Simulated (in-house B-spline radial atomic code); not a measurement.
Results of a calculation; reference values are marked as such.
## Softness against transferability: the 3d channel of Se

Se, [Ar] 3d10 4s2 4p4, non-relativistic LDA (VWN5), spherical and spin-unpolarised, from a B-spline radial code for spherical atoms (atomic units). The all-electron 3d level is ε = -2.011391 hartree and its outer maximum at 0.45 bohr.

Troullier-Martins pseudo-orbitals are made for several radii. The cutoffs (hartree) are the plane-wave energies beyond which the orbital holds less than the named kinetic energy per electron. The phase error is the difference, pseudo minus all-electron, of arctan(R P'/P) at R = 2.2 bohr for all radii, half a hartree below and above the level.

```tsv
r_c (bohr)	V_l(0) (hartree)	cutoff for 10 mEh	for 1 mEh	for 0.1 mEh	phase error at ε − 0.5 (mrad)	at ε + 0.5 (mrad)
1.02	-45.83	104	123	217	+0.1	+0.4
1.18	-38.04	84.5	101	174	+0.2	+0.8
1.36	-31.73	69.1	82.4	140	+0.5	+1.8
1.53	-27.33	58.3	69.6	117	+1.0	+3.5
1.71	-23.76	49.6	59.2	98.6	+2.2	+6.7
1.9	-20.84	42.3	50.4	84	+4.6	+12.4
```

(1) Which radius needs the lowest cutoff for 0.1 mEh while both phase errors stay within 3.6 mrad?

(2) What does the larger radius buy, and what does it cost?

Answers

(1) The radii within that limit are 1.02, 1.18, 1.36, 1.53 bohr; of these r_c = 1.53 needs the least, 117 hartree, that is 234 Ry or 3184 eV.

(2) From r_c = 1.02 to 1.9 bohr the cutoff for 1 mEh goes from 123 to 50.4 hartree, a factor of 2.44, against 3.47 for a pure 1/r_c² scaling, end to end; step by step it is 123, 101, 82.4, 69.6, 59.2, 50.4, and for 0.1 mEh 217, 174, 140, 117, 98.6, 84; the number of plane waves goes as the cutoff to the power 3/2, here a factor of 3.8. The larger of the two phase errors is least at r_c = 1.02 bohr, 0.4 mrad; it is 0.4 at the smallest radius and 12.4 at the largest. These errors test the reference atom alone. Large radii also let the cores of neighbours overlap, which an atom doesn't show.
